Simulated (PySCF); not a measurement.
## Interval between two levels of Sb by level of theory

Sb [Kr] 4d10 5s2 5p3 [4S3/2, M_J = 3/2] → Sb [Kr] 4d10 5s2 5p2 5d1 [4F9/2, M_J = 9/2], as a difference of total energies. All numbers are calculated (PySCF 2.14, the two-component X2C-1e Hamiltonian, in x2c-TZVPall-2c with one added diffuse shell each of s, p, d, f type (9s10p6d3f, 90 functions)). Correlated levels: [Ar] 3d10 frozen; the 6 highest virtual spinors dropped. "Screened" scales the spin-orbit matrix elements by Boettger's factors to mimic the two-electron term; Breit and QED terms are absent.

```tsv
method	interval between two levels (cm⁻¹)
GHF (spin-free)	55974
GMP2 (spin-free)	58598
GHF (screened spin-orbit)	57598
GMP2 (screened spin-orbit)	60391
```

The labels give the starting determinants; with spin-orbit coupling the two ends relaxed to ⟨J²⟩ = 3.75, ⟨L²⟩ = 0.07, ⟨S²⟩ = 3.71 and ⟨J²⟩ = 24.76, ⟨L²⟩ = 12.59, ⟨S²⟩ = 3.57.

The promoted electron is Rydberg-like, and one or two diffuse shells describe it only roughly, which tends to raise the upper state.
